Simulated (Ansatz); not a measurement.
Ansatz (a quantum-chemistry and plane-wave program) input (B3LYP/def2-TZVPD):

Ansatz 0.2 input:
```yaml
crystal:
  periodic: [false, false, false]
  atoms:
    - {symbol: Ga, position_ang: [0.45287294, 0.06708787, 0.00156405]}
    - {symbol: F, position_ang: [-0.93575684, 0.95768398, -0.92251870]}
    - {symbol: F, position_ang: [-0.62413884, -1.18876443, 0.91713142]}
basis:
  gaussian:
    orbitals: def2-TZVPD
hamiltonian:
  xc: {name: B3LYP}
total_charge: -1
output: {forces: true}
```

End of the output:

```
integrals: 0.05 GiB planned
813 factors; their error is unknown
mean field: 0.46 GiB planned
mean field evaluation 1: about -57818.5865 eV, gradient 3.1e1 eV
mean field evaluation 2: about -57816.8292 eV, gradient 5.0e1 eV
mean field evaluation 4: about -57819.7648 eV, gradient 1.6e0 eV
mean field evaluation 8: about -57819.9171 eV, gradient 1.3e-2 eV
mean field evaluation 16: about -57819.9171 eV, gradient 4.0e-6 eV
mean field -57819.91706560 eV, -2124.8427604133 hartree, gradient 4.0e-6 eV, S^2 0.000000; 0 other end points of the search recorded, 0 dependent functions left out
the calculation of the forces begins
reference -57819.91726939 eV, -2124.8427679025 hartree; 25, 25 occupied and 109, 109 virtual orbitals, 813 factors
Total energy: -57819.91726939 eV, -2124.8427679025 hartree
Atom 0 at     0.452873     0.067088     0.001564 Å, force    -0.073006    -0.010815    -0.000252 eV/Å
Atom 1 at    -0.935757     0.957684    -0.922519 Å, force     0.037608    -0.002206     0.006651 eV/Å
Atom 2 at    -0.624139    -1.188764     0.917131 Å, force     0.035398     0.013021    -0.006399 eV/Å
Dipole moment:     0.339877     0.050349     0.001174 e Å
```
